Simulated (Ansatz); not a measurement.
Nudged elastic band run: Cl$_{2}$H$_{2}$OSn

Input file:

```yaml
crystal:
  periodic: [false, false, false]
  atoms:
    - { symbol: Sn, position_ang: [0.192869, -0.082154, 0.485776] }
    - { symbol: H, position_ang: [-0.203252, 0.138394, 2.139334] }
    - { symbol: O, position_ang: [2.162727, -0.345614, 0.368762] }
    - { symbol: H, position_ang: [2.436654, -0.483542, -0.559957] }
    - { symbol: Cl, position_ang: [-0.422519, 1.776492, -0.837578] }
    - { symbol: Cl, position_ang: [-0.896679, -1.955678, -0.456136] }
basis:
  gaussian: { orbitals: def2-SVP }
hamiltonian:
  xc: pbe
neb:
  order_check: false
  images: 5
  f_tol: 0.05
  max_iterations: 60
  spring: { min: 2.0, max: 10.0 }
  final_atoms:
    - { symbol: Sn, position_ang: [-0.84961486, 0.30767096, 0.42958852] }
    - { symbol: H, position_ang: [1.70183999, -0.46328719, 1.72683615] }
    - { symbol: O, position_ang: [1.54289802, -0.04206465, 0.85773953] }
    - { symbol: H, position_ang: [1.51890027, -0.80978214, 0.22635726] }
    - { symbol: Cl, position_ang: [-0.36733125, 1.87035062, -1.35249997] }
    - { symbol: Cl, position_ang: [-0.27689218, -1.8149896, -0.7478205] }
  initial_path:
    images:
      - { positions_ang: [[0.192869, -0.082154, 0.485776], [-0.203252, 0.138394, 2.139334], [2.162727, -0.345614, 0.368762], [2.436654, -0.483542, -0.559957], [-0.422519, 1.776492, -0.837578], [-0.896679, -1.955678, -0.456136]] }
      - { positions_ang: [[0.12851208, -0.05391643, 0.3247683], [0.23265699, 0.09655262, 1.9586758], [2.13237963, -0.23320222, 0.45033198], [2.41724742, -0.6439378, -0.20459166], [-0.65652688, 1.84071117, -0.82997702], [-0.98446924, -1.95830934, -0.5590064]] }
      - { positions_ang: [[0.06415516, -0.02567886, 0.1637606], [0.66856598, 0.05471124, 1.7780176], [2.10203227, -0.12079045, 0.53190197], [2.39784085, -0.8043336, 0.15077368], [-0.89053476, 1.90493034, -0.82237605], [-1.07225949, -1.96094068, -0.66187681]] }
      - { positions_ang: [[-0.00020176, 0.00255871, 0.00275291], [1.10447497, 0.01286987, 1.5973594], [2.0716849, -0.00837867, 0.61347195], [2.37843427, -0.96472941, 0.50613903], [-1.12454265, 1.96914952, -0.81477507], [-1.16004973, -1.96357202, -0.76474721]] }
      - { positions_ang: [[-0.28333946, 0.10426279, 0.14503145], [1.30359664, -0.14584915, 1.64051832], [1.89542261, -0.01960733, 0.69489448], [2.09192294, -0.91308032, 0.41287844], [-0.87213885, 1.93621655, -0.9940167], [-0.86566388, -1.91404455, -0.75910497]] }
      - { positions_ang: [[-0.56647716, 0.20596688, 0.28730998], [1.50271832, -0.30456817, 1.68367723], [1.71916031, -0.03083599, 0.776317], [1.8054116, -0.86143123, 0.31961785], [-0.61973505, 1.90328359, -1.17325834], [-0.57127803, -1.86451707, -0.75346273]] }
      - { positions_ang: [[-0.84961486, 0.30767096, 0.42958852], [1.70183999, -0.46328719, 1.72683615], [1.54289802, -0.04206465, 0.85773953], [1.51890027, -0.80978214, 0.22635726], [-0.36733125, 1.87035062, -1.35249997], [-0.27689218, -1.8149896, -0.7478205]] }
```

Command:

```bash
$ ansatz run input.yaml --threads 2 --pin off --max-ram 3072MiB --backend cpu --events-out ev --progress --plain --runs-dir out
```

Output, in part (warnings, iteration lines, the closing report on the highest movable image, with atoms numbered from 0):

```
NEB end point (image 0): max|allowed force component| = 7.626e-3 eV/Å (the criterion of neb.relax_end_points is 1.000e-2)
NEB end point (image 6): max|allowed force component| = 2.738e-2 eV/Å (the criterion of neb.relax_end_points is 1.000e-2)
NEB iter   1: max|band force component| = 9.936e0 eV/Å  barrier→ = 2.1151 eV  barrier← = 3.2654 eV  Δτ_max = 0.1996 Å  (188 SCF iters)
NEB iter   2: max|band force component| = 2.190e0 eV/Å  barrier→ = 1.6599 eV  barrier← = 2.8102 eV  Δτ_max = 0.1977 Å  (158 SCF iters)
NEB iter   3: max|band force component| = 1.511e0 eV/Å  barrier→ = 1.5743 eV  barrier← = 2.7246 eV  Δτ_max = 0.1943 Å  (153 SCF iters)
NEB iter   4: max|band force component| = 1.028e0 eV/Å  barrier→ = 1.4996 eV  barrier← = 2.6500 eV  Δτ_max = 0.1145 Å  (147 SCF iters)
NEB iter   5: max|band force component| = 7.921e-1 eV/Å  barrier→ = 1.4209 eV  barrier← = 2.5712 eV  Δτ_max = 0.0367 Å  (145 SCF iters)
NEB iter   6: max|band force component| = 5.003e-1 eV/Å  barrier→ = 1.3985 eV  barrier← = 2.5489 eV  CI = image 3  Δτ_max = 0.1315 Å  (130 SCF iters)
NEB iter   7: max|band force component| = 2.843e-1 eV/Å  barrier→ = 1.4564 eV  barrier← = 2.6067 eV  CI = image 3  Δτ_max = 0.0668 Å  (147 SCF iters)
NEB iter   8: max|band force component| = 9.476e-1 eV/Å  barrier→ = 1.4505 eV  barrier← = 2.6009 eV  CI = image 3  Δτ_max = 0.0246 Å  (136 SCF iters)
NEB iter   9: max|band force component| = 7.504e-2 eV/Å  barrier→ = 1.4481 eV  barrier← = 2.5984 eV  CI = image 3  Δτ_max = 0.0334 Å  (130 SCF iters)
NEB iter  10: max|band force component| = 6.763e-2 eV/Å  barrier→ = 1.4461 eV  barrier← = 2.5964 eV  CI = image 3  Δτ_max = 0.0334 Å  (132 SCF iters)
NEB iter  11: max|band force component| = 3.560e-2 eV/Å  barrier→ = 1.4449 eV  barrier← = 2.5952 eV  CI = image 3  Δτ_max = 0.0000 Å  (270 SCF iters)
Total energy: -32935.31046872 eV, -1210.3503353701 hartree
Atom 0 at    -0.199790     0.057091     0.406910 Å, force    -0.010740     0.001453    -0.030193 eV/Å
Atom 1 at     0.889098    -0.105901     1.803733 Å, force    -0.001813     0.002474     0.012660 eV/Å
Atom 2 at     1.928657    -0.020035     0.470590 Å, force     0.025962    -0.000523    -0.006327 eV/Å
Atom 3 at     2.338473    -0.867540     0.186492 Å, force    -0.019852     0.006844     0.002944 eV/Å
Atom 4 at    -0.804778     1.899115    -0.978837 Å, force     0.005362    -0.020055     0.016758 eV/Å
Atom 5 at    -0.881859    -1.914831    -0.748688 Å, force     0.001080     0.009807     0.004158 eV/Å
Dipole moment:     0.134857    -0.220437     0.410484 e Å
```

The forces met the threshold. Neighbouring images differ by up to 1.2 eV, so the band resolves the path poorly. Another band between the same ends (5 images) ends at a top of the same energy, where a vibrational analysis finds 1 clearly imaginary mode. The orbitals stay closed-shell, which can raise the energy where a bond breaks towards radicals; this wasn't checked here.

Final band (atoms are numbered from 1 in the order of the input):

| image | path coordinate (Å) | energy (eV) | Sn1–H2 (Å) | H2–O3 (Å) |
| --- | --- | --- | --- | --- |
| 0 | 0.00 | 0.00 | 1.71 | 2.99 |
| 1 | 1.07 | 0.30 | 1.71 | 2.67 |
| 2 | 1.58 | 1.03 | 1.72 | 2.12 |
| 3 | 1.97 | 1.44 | 1.78 | 1.69 |
| 4 | 2.24 | 1.13 | 1.86 | 1.40 |
| 5 | 2.55 | -0.09 | 2.05 | 1.08 |
| 6 | 3.85 | -1.15 | 2.96 | 0.98 |

Time of the run: 88 s on 2 threads of Arm Neoverse V1, on a shared host, peak memory 0.13 GiB.
